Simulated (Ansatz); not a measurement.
Total energies of `C=C1S[Si]1(C)F`.

```xyz
11

C    -0.211    2.063   -1.228
C     0.312    1.107   -0.478
S     1.460    1.164    0.931
Si    0.638   -0.564    0.086
C    -0.547   -1.633    1.005
F     1.589   -1.498   -0.784
H     0.008    3.114   -1.071
H    -0.884    1.806   -2.039
H    -1.120   -2.252    0.310
H    -0.010   -2.295    1.688
H    -1.234   -1.012    1.580
```

Total charge 0; spin multiplicity 1. Geometry: relaxed with PBE0-D4/def2-TZVP. Basis def2-TZVPP, Ansatz 0.2.0.

RPA on PBE orbitals: Hartree–Fock energy of these orbitals -902.51190 Eh, correlation -1.65573 Eh (frozen core).

```
             functional  energy without D4 (Eh)  D4 term (kJ/mol)
            LDA (SPW92)              -900.77764                 –
                   BLYP              -904.95935             -62.2
                 r2SCAN              -904.86699              -7.0
                r2SCAN0              -904.83075              -8.3
HSE06 (plane-wave form)              -904.50402             -22.8
              CAM-B3LYP              -904.95005             -24.9
                LC-ωPBE              -904.67899                 –
                ωB97X-V              -904.85035                 –
                 B2PLYP              -904.62140                 –
               PBE-QIDH              -904.32701                 –
```

**Question.** Give the same for PBE, revPBE, B97M-V, PBE0, B3LYP, r2SCANh, BHLYP, ωB97M-V. (An estimate is asked.)

**Answer.** The calculation gave: 
```tsv
functional	energy without D4 (Eh)	D4 term (kJ/mol)
PBE	-904.45730	-28.6
revPBE	-904.82624	-81.7
B97M-V	-904.82753	–
PBE0	-904.52859	-24.3
B3LYP	-905.06623	-46.3
r2SCANh	-904.85193	-7.5
BHLYP	-904.91190	-36.9
ωB97M-V	-904.90946	–
```

B3LYP takes the VWN-RPA correlation (the form of Gaussian; ORCA's B3LYP/G). HSE06 is the plane-wave form, built on full-range PBE exchange. The double hybrids freeze the cores in their second-order part.

LC-ωPBE has ω = 0.4 bohr⁻¹.
